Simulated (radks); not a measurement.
Values are calculated unless marked as measured or tabulated.
The lanthanum anion La- inside a hard spherical wall (all orbitals vanish at R), configuration held at [Xe] 5d2 6s2 and not refilled when levels cross. Code: a radial shooting solver on a logarithmic mesh with Libxc functionals. Model: scalar-relativistic Kohn-Sham, PBE, spin-unpolarised, spherical densities, point nucleus. Eigenvalues in eV, with the zero of energy where the potential of the charges vanishes at infinity; a dash marks a level that is unbound or too diffuse for the functional's potential to be trusted. A positive occupied level is held by the wall or, in an anion where self-interaction has pushed it up, behind a barrier. The pressure on the wall is -dE/dV.

R (bohr) = 20: E (hartree) -8493.3034; kinetic (hartree) 8984.316; e(5s) -33.531; e(5p) -17.091; e(6s) 0.361; e(5d) 1.608; e(6p, empty) 1.730; e(7s, empty) 2.000; pressure (GPa) 0.000925
R (bohr) = 12: E (hartree) -8493.2956; kinetic (hartree) 8984.349; e(5s) -32.877; e(5p) -16.446; e(6s) 0.800; e(5d) 2.158; e(6p, empty) 2.543; e(7s, empty) 4.587; pressure (GPa) 0.0646
R (bohr) = 7: E (hartree) -8493.1536; kinetic (hartree) 8984.877; e(5s) -29.352; e(5p) -13.030; e(6s) 3.910; e(5d) 5.164; e(6p, empty) 7.088; e(7s, empty) 17.239; pressure (GPa) 4.94
R (bohr) = 2.5: E (hartree) -8478.9962; kinetic (hartree) 9030.699; e(5s) 15.747; e(5p) 35.350; e(6s) 128.18; e(5d) 67.711; e(6p, empty) 151.30; e(7s, empty) 304.45; pressure (GPa) 9000
R (bohr) = 2: E (hartree) -8457.5884; kinetic (hartree) 9093.256; e(5s) 60.600; e(5p) 87.423; e(6s) 262.12; e(5d) 133.15; e(6p, empty) 294.17; e(7s, empty) 560.05; pressure (GPa) 41900
R (bohr) = 1.5: E (hartree) -8383.3979; kinetic (hartree) 9297.547; e(5s) 209.41; e(5p) 253.04; e(6s) 629.89; e(5d) 319.72; e(6p, empty) 673.94; e(7s, empty) 1206.8; pressure (GPa) 290000
